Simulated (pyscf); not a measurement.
PySCF, gas phase, ωB97X-D3(BJ)/def2-SVP geometries.

SMILES: [NH2][GeH2][SnH3]
```xyz
10

N      0.2560    -1.8482    -0.4736
Ge     0.6626    -0.0805    -0.8180
Sn    -1.4395     1.4092    -0.9600
H     -0.2048    -2.0035     0.4203
H     -0.3016    -2.2962    -1.1975
H      1.5833     0.3932     0.3193
H      1.4324    -0.0535    -2.1493
H     -1.0894     3.0518    -1.2851
H     -2.4780     0.8330    -2.1943
H     -2.3093     1.3325     0.5136
```
Charge 0, spin multiplicity 1.

**Question.** How much does it cost (ΔH, 298 K, ωB97M-D3(BJ)/def2-TZVP) to split `[NH2][GeH2][SnH3]` at its Ge–Sn bond into H₂N–GeH₂• + SnH₃•?

**Answer.** Ge–Sn to H₂N–GeH₂• + SnH₃•: 240.1 kJ/mol. The 7 functionals that were run give +216.5 (M06-2X) to +283.0 kJ/mol (ωB97X-D3(BJ)). Other isomers of H₂N–GeH₂• were not searched in full and may lie lower. Elements up to Kr have no core potential and no relativistic terms here. Elements past Kr carry the def2 core potentials, without spin-orbit coupling.
